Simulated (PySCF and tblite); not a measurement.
Results of a calculation; reference values are marked as such.
C4H4F2Se, numbered as in [CH:1]#[C:2][C:3]([F:4])([F:5])[CH2:6][SeH:7].

Conformers came from 90 starts (ETKDG and KDG, UFF, GFN2-xTB); geometries are GFN2-xTB. Weights use PBE0-D3(BJ)/pcSseg-1 energies plus GFN2-xTB zero-point and thermal terms (modes under about 100 cm⁻¹ blended into free rotors). Symmetry numbers and mirror images are counted. Conformers within 3 kcal/mol (GFN2-xTB free energy) were kept, 8 at most. GIAO shieldings: PBE0/pcSseg-1. Shifts are against TMS (¹H), TMS (¹³C), CFCl3 (¹⁹F), Me2Se (⁷⁷Se) at the same level. Programs: PySCF with density fitting and tblite.

(1) List the conformer-averaged shifts at 298.15 K.

(2) How do the conformers differ?

(3) Which signal moves most, for its nucleus, between 220 and 380 K through the change of populations alone?

Spin–orbit effects of the heavy atoms on shieldings are missing. Unscaled ¹⁹F shifts at such levels can be off by tens of ppm; differences between conformers or isomers are more reliable. Shifts are unscaled: against experiment ¹³C can be off by 15 ppm or more and ¹H by 0.8 ppm.

Answers

(1) ¹H: 2.99 (H6, 2H), 2.47 (H7, 1H), 2.30 (H1, 1H) ppm. ¹³C: 119.0 (C3), 85.9 (C1), 80.5 (C2), 38.8 (C6) ppm. ¹⁹F: -102.5 (F4/F5) ppm. ⁷⁷Se: -87.6 (Se7) ppm.

(2) Torsions listed: F4–C3–C6–Se7, C3–C6–Se7–H7. Of a mirror pair one member is shown.
```csv
conformer,shape,weight %
1,"61°, 70°",44.6
2,"-174°, 59°",40.5
3,"-58°, 56°",12.9
4,"-172°, -172°",1.6
5,"-57°, 180°",0.3
```

```csv
signal,1,2,3,4,5,average
H1,2.30,2.29,2.30,2.34,2.28,2.30
H6,2.94,3.00,3.07,3.31,3.36,2.99
H7,2.48,2.46,2.57,2.06,1.86,2.47
C1,85.9,86.0,85.3,86.3,85.1,85.9
C2,80.5,80.3,81.1,80.2,80.2,80.5
C3,119.8,119.5,114.7,118.6,116.3,119.0
C6,38.2,39.1,40.6,37.6,39.3,38.8
F4/F5,-101.4,-102.8,-106.1,-98.7,-102.0,-102.5
Se7,-74.2,-86.1,-137.7,-88.6,-102.5,-87.6
```

(3) Se7: -85.3 ppm at 220 K, -86.5 ppm at 260 K, -87.6 ppm at 298.15 K, -88.5 ppm at 340 K, -89.3 ppm at 380 K.


Conformer gaps in pcSseg-1 on xTB geometries can be 2 kcal/mol off for S=O, P=O and other polar bonds.